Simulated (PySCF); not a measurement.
A calculated (LDA, PySCF 2.14, pcseg-2, no relativity, point nucleus) atom or ion has these occupied shells.

| shell | electrons | orbital energy (eV) | rms radius, mean of both spins (bohr) |
| --- | --- | --- | --- |
| 1s | 2 | -824.18 | 0.184 |
| 2s | 2 | -35.929 | 1.00 |
| 2p | 6 | -13.518 | 1.14 |

Task: Name the element and its charge.

Result: Ne (neon, neutral), in [Ne], closed-shell 1S.
